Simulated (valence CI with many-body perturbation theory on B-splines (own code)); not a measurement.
## Valence orbitals of Ge II

Method: configuration interaction combined with many-body perturbation theory (CI+MBPT): three valence electrons over a frozen Dirac-Fock core [Ar] 3d10, a basis of 11 s, 11 p, 9 d, 7 f, 5 g, 2 h, 1 i functions for each j, with the one-electron correlation potential Σ1 (screened to all orders), the two-electron term Σ2, the three-electron term Σ3, Breit, model QED; selected single and double excitations, second order for the rest (own B-spline code, finite nucleus).

Against 19 measured levels this calculation errs by 274 cm⁻¹ on average and by 523 at most. These come from a selection out of the NIST Handbook of Basic Atomic Spectroscopic Data. Levels without a partner in it may be off by more.

These are the spectroscopic orbitals of the CI (the correlating ones are not listed), shaped by the core and the other valence electrons. h is the expectation value of the core's Dirac-Fock operator, without the valence repulsion; Σ1 is computed up to l = 3 at one energy for each symmetry, that of its lowest orbital but kept below the first core excitation, so for empty shells it is not the orbital's own correlation shift; Breit and QED include the response of the core.

```csv
Orbital,h (hartree),Σ1 (cm⁻¹),Breit (cm⁻¹),QED (cm⁻¹),⟨r⟩ (bohr)
4s1/2,-1.6166,-7602,79.1,75.8,2.109
5s1/2,-0.70336,-1177,15.9,14.9,5.313
6s1/2,-0.3871,-384,5.5,5.1,10.15
7s1/2,-0.2459,-178,2.6,2.4,16.42
4p1/2,-1.2447,-4870,82.5,-2.5,2.587
5p1/2,-0.56286,-757,15.9,-0.5,6.623
6p1/2,-0.32776,-298,6.6,-0.2,12.02
7p1/2,-0.21517,-150,3.4,-0.1,18.85
4p3/2,-1.2323,-4698,48.4,1.3,2.618
5p3/2,-0.55906,-739,9.3,0.2,6.672
6p3/2,-0.32606,-291,4.0,0.1,12.08
7p3/2,-0.21428,-147,2.1,0.0,18.93
4d3/2,-0.68642,-704,2.1,-0.4,4.921
5d3/2,-0.37748,-271,1.0,-0.2,10.17
6d3/2,-0.24026,-134,0.5,-0.1,16.85
4d5/2,-0.68531,-697,-0.6,-0.3,4.931
5d5/2,-0.37702,-268,-0.3,-0.1,10.18
6d5/2,-0.24002,-133,-0.1,-0.1,16.86
4f5/2,-0.3788,-50.8,0.0,0.0,8.899
5f5/2,-0.24283,-30.6,0.0,0.0,15.59
4f7/2,-0.3788,-50.8,0.0,0.0,8.899
5f7/2,-0.24283,-30.6,0.0,0.0,15.59
5g7/2,-0.24009,,0.0,0.0,13.74
5g9/2,-0.24009,,0.0,0.0,13.74
```

Among the shells of the start configuration 4s2 4p1, Σ1 is largest in size for 4s1/2, where it is 2.1 % of h.

Lowest root of each symmetry, sizes in configuration state functions:

```csv
J,Parity,Roots,Reference,Variational,Second order,Change by selected CI (cm⁻¹),Change by second order (cm⁻¹)
1/2,even,6,6,9612,31329,-4584,-2
3/2,even,6,6,15636,60413,-4595,-4
5/2,even,5,5,14742,81415,-4637,-6
7/2,even,1,1,3773,53782,-10660,-3
9/2,even,1,1,3769,46987,-10660,-3
1/2,odd,4,4,8864,27855,-11194,-13
3/2,odd,4,4,11610,53648,-11272,-19
5/2,odd,2,2,8769,64718,-11135,-11
7/2,odd,2,2,9181,65348,-11137,-10
```
